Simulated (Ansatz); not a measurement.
Reaction (atomization): `C[Si](C)(S)Cl` → 2 C• + Cl• + 7 H• + S• + Si•

Isolated molecules relaxed with PBE0-D4/def2-TZVP in Ansatz; ΔE leaves out vibrations. CBS: MP2 limit from def2 TZ/QZ plus the TZ coupled-cluster correction, frozen cores. This one scheme is used for every species, atoms too. For atomizations the MP2-based limit and the directly extrapolated one differ by several kJ/mol either way, and by 10 to 25 for some Ge, Se and Sn compounds, so smaller differences from it don't rank the levels. Functionals use def2-TZVPP. No spin–orbit coupling; open shells (•) take unrestricted orbitals. Spin–orbit coupling would lower the free atoms: a little for C, Cl, S, Si. One conformer a species, not always the lowest.

```
             level  ΔE (kJ/mol)
            B97M-V       4377.0
           ωB97M-V       4365.5
CCSD(T)/def2-TZVPP       4232.7
     HF/def2-QZVPP       3281.9
```

**Question.** What does CCSD(T)/CBS give? (Best estimate.)

**Answer.** Ansatz gave: +4344.9 kJ/mol. The listed levels differ from it by 32.1, 20.6, -112.2, -1063.0 kJ/mol.

Largest T1 diagnostic among the species: 0.012.

The D4 term adds +52.7 kJ/mol with B3LYP and +28.0 kJ/mol with PBE0; it sums over pairs of atoms, weighted by their polarisabilities, and B3LYP, whose exchange is more repulsive, gets the larger term. In def2-TZVPP, CCSD(T) changes the Hartree–Fock value by +955.0 kJ/mol (the triples alone add +56.4 kJ/mol) and MP2 by +1004.2 kJ/mol; breaking electron pairs costs correlation energy, which Hartree–Fock lacks.

B3LYP here is the variant with VWN-RPA as its local correlation; programs differ in this.
